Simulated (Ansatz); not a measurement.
Born–Oppenheimer molecular dynamics of ClGaH5NSi (9 atoms, charge 0, multiplicity 1). It starts at the highest image of a converged band, a first-order saddle point between two minima.

These are results of RKS PBE-D4/def2-SVP in Ansatz, not measurements.

```
ensemble                      : NVE (velocity Verlet)
time step                     : 0.5 fs
steps asked                   : 200
starting velocities drawn for : 300 K
seed                          : 4942
```

First frame:

```xyz
9
Properties=species:S:1:pos:R:3
Ga -0.911 0.831 0.673
Si 1.168 -0.915 -0.400
N -1.287 0.535 -1.026
H -0.111 -0.347 -1.304
Cl -1.161 1.635 2.646
H 1.251 -2.264 0.281
H 2.557 -0.319 -0.346
H 0.621 -0.120 0.927
H -2.127 0.964 -1.451
```

Q: How far do the bonds stretch over the last three quarters of this one trajectory? (Pairs bonded in most of those frames.)

A: 
```
   bond  mean (Å)  spread (Å)  shortest  longest
 Ga1–N3     1.756       0.034      1.70     1.80
Ga1–Cl5     2.171       0.027      2.12     2.21
 Si2–H4     1.494       0.038      1.43     1.55
 Si2–H6     1.506       0.048      1.43     1.58
 Si2–H7     1.506       0.014      1.48     1.54
 Si2–H8     1.561       0.077      1.44     1.68
  N3–H9     1.045       0.007      1.03     1.06
```

Mean temperature of the second half: 506 K. The conserved energy stayed within 0.11 meV per atom of its start (net change 0.025 meV per atom), so the integration is sound. The kinetic energy rose, since the run started high on the potential surface and went downhill. It ends in pieces (ClGaHN + H4Si), so much of that is their flight and rotation, not heat. A run of 0.1 ps of so small a system gives no equilibrium averages. The orbitals stay closed-shell, which can raise the energy where a bond breaks towards radicals; this wasn't checked here.

Run time: 6 min on 2 threads of Intel(R) Xeon(R) Platinum 8259CL CPU @ 2.50GHz (Skylake/Cascade Lake), on a shared host, peak memory 0.18 GiB.
